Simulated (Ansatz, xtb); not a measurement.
## Two isomers of C2H8SSi3

Structure X is `C#C[Si@@H](S)[SiH2][SiH3]`, a singlet and structure Y is `C#C[SiH2][Si@@H]([SiH3])S`, a singlet. Both are isolated molecules in the gas phase, relaxed with B3LYP/def2-SVP, each in the lowest conformer that the search found.

Quicker runs give these differences E(Y) − E(X): GFN2-xTB −3.89 kJ/mol; HF/STO-3G +3.35 kJ/mol (at GFN2-xTB geometries); r2SCAN-D4/def2-SVP −0.15 kJ/mol (at GFN2-xTB geometries).

Question: Which of the two would you expect CCSD(T)/def2-SVP + ΔMP2/def2-TZVPP electronic energies to favour?

Answer: Too close to call at this level: CCSD(T)/def2-SVP + ΔMP2/def2-TZVPP gives E(Y) − E(X) = +3.20 kJ/mol.

Level by level:

```json
{"level": "GFN2-xTB", "geometry": "GFN2-xTB", "E(Y) − E(X) (kJ/mol)": "−3.89", "departure from the last row (kJ/mol)": "−7.09", "job, with rough time for the two": "optimisation, 0.41 s"}
{"level": "HF/STO-3G", "geometry": "GFN2-xTB", "E(Y) − E(X) (kJ/mol)": "+3.35", "departure from the last row (kJ/mol)": "+0.15", "job, with rough time for the two": "single point, 0.7 s"}
{"level": "r2SCAN-D4/def2-SVP", "geometry": "GFN2-xTB", "E(Y) − E(X) (kJ/mol)": "−0.15", "departure from the last row (kJ/mol)": "−3.35", "job, with rough time for the two": "single point, 3.8 s"}
{"level": "B3LYP/def2-SVP", "geometry": "B3LYP/def2-SVP", "E(Y) − E(X) (kJ/mol)": "+2.38", "departure from the last row (kJ/mol)": "−0.82", "job, with rough time for the two": "optimisation, 78 s"}
{"level": "HF/def2-SVP", "geometry": "B3LYP/def2-SVP", "E(Y) − E(X) (kJ/mol)": "+2.29", "departure from the last row (kJ/mol)": "−0.90", "job, with rough time for the two": "part of the CCSD(T) run"}
{"level": "MP2/def2-SVP", "geometry": "B3LYP/def2-SVP", "E(Y) − E(X) (kJ/mol)": "+4.32", "departure from the last row (kJ/mol)": "+1.12", "job, with rough time for the two": "part of the CCSD(T) run"}
{"level": "CCSD(T)/def2-SVP", "geometry": "B3LYP/def2-SVP", "E(Y) − E(X) (kJ/mol)": "+3.90", "departure from the last row (kJ/mol)": "+0.70", "job, with rough time for the two": "single point"}
{"level": "CCSD(T)/def2-SVP + ΔMP2/def2-TZVPP", "geometry": "B3LYP/def2-SVP", "E(Y) − E(X) (kJ/mol)": "+3.20", "departure from the last row (kJ/mol)": "", "job, with rough time for the two": "single point, 60 s"}
```

As drawn, both hold the same kinds of bond in the same numbers.

The largest departure from CCSD(T)/def2-SVP + ΔMP2/def2-TZVPP is that of GFN2-xTB, 7.09 kJ/mol. The last row adds to CCSD(T) the change of the MP2 difference between the two basis sets, here −0.70 kJ/mol.

With thermal terms from frequencies at re-optimised GFN2-xTB minima (ideal gas, soft modes damped towards free rotors, one conformer each, 298.15 K, 1 atm): on the last row, ΔE + ΔZPE = +3.27, ΔH = +3.08, ΔG = +3.83 kJ/mol.

The correlated steps freeze 22 core orbitals. Programs: Ansatz 0.2.0, xtb 6.7.1; the last row on 2 threads of Intel(R) Xeon(R) 6975P-C (Granite Rapids) on a shared host.
